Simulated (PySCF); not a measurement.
# Reading the logs of faulty runs: BC2H8Si cation

Calculated results; nothing here was measured. The program is PySCF 2.14.0, an open-source quantum chemistry code, run on an isolated molecule that a program drew, which may never have been made. The molecule is BC2H8Si cation (charge +1, singlet), drawn as the SMILES string `CB(C)[SiH2+]`.

Each row is a Hartree-Fock (HF) and frozen-core CCSD(T) single point in the cc-pV(D+d)Z basis, meant for a local HF minimum. Run 1 is clean. Each other run has one planted mistake out of seven kinds, and not every kind appears here: one electron removed, one electron added, multiplicity raised by two, geometry at a saddle point, minimal basis STO-3G, one bond length entered in bohr, all coordinates scaled. The reference is restricted for singlets and unrestricted otherwise, and also for a bond in bohr. Adding or removing an electron swaps singlet and doublet. Electrons count all cores. HOMO and LUMO are orbital energies over both spins, the gradient is its largest component, and the lowest frequency (negative if imaginary) is given only where the gradient is small. Bond lengths are over the 11 bonds as drawn. T1 is the CCSD diagnostic: over 0.02 (restricted) or 0.045 (unrestricted) a single reference is doubtful.

Geometry of the clean run:
```xyz
12
BC2H8Si cation, angstrom
C    -1.2344   -0.0897   -0.2352
B    -0.1974   -0.0665    0.9356
C     0.5161    1.1991    1.5148
Si    0.2774   -1.8971    1.8057
H    -1.2592   -0.9931   -0.8474
H    -1.1214    0.7812   -0.8843
H    -2.2250   -0.0007    0.2389
H     1.4518    1.3042    0.9426
H    -0.0655    2.1040    1.3266
H     0.7946    1.1640    2.5696
H    -0.4972   -2.5179    2.8909
H     1.4268   -2.7239    1.4080
```

```
run,electrons,basis functions,<S^2>,HOMO (eV),LUMO (eV),gradient (hartree/bohr),lowest frequency (cm^-1),mean bond (Å),longest bond (Å),T1,HF (hartree),CCSD(T) (hartree),mistake
1,38,105,0.000,-16.30,-5.45,2.6e-05,81,1.3384,2.082,0.0122,-393.73295,-394.25667,no fault
2,38,105,0.000,-16.15,-5.47,2.4e-02,-,1.3866,2.157,0.0125,-393.72090,-394.25032,all coordinates scaled
3,38,32,0.000,-15.41,-2.34,2.0e-02,-,1.3384,2.082,0.0076,-389.24707,-389.48026,minimal basis STO-3G
4,38,105,2.015,-13.43,-7.72,7.6e-02,-,1.3384,2.082,0.0174,-393.62872,-394.14882,multiplicity raised by two
5,39,105,0.770,-7.10,2.17,2.4e-02,-,1.3384,2.082,0.0113,-393.96293,-394.50298,?
6,37,105,0.771,-23.41,-14.15,8.1e-02,-,1.3384,2.082,0.0184,-393.17331,-393.68168,?
```

**Which mistake was planted in run 5, and what did it cost?**

It counts 39 electrons, one more than the clean run, at the same geometry and basis. So the mistake is: one electron added. Subtracting run 1 and multiplying by 627.51 kcal/mol a hartree, the energy moved by -144.3 kcal/mol in HF and -154.6 kcal/mol in CCSD(T).

**Which mistake was planted in run 6, and what did it cost?**

It counts 37 electrons, one fewer than the clean run, at the same geometry and basis. So the mistake is: one electron removed. Subtracting run 1 and multiplying by 627.51 kcal/mol a hartree, the energy moved by 351.2 kcal/mol in HF and 360.8 kcal/mol in CCSD(T).

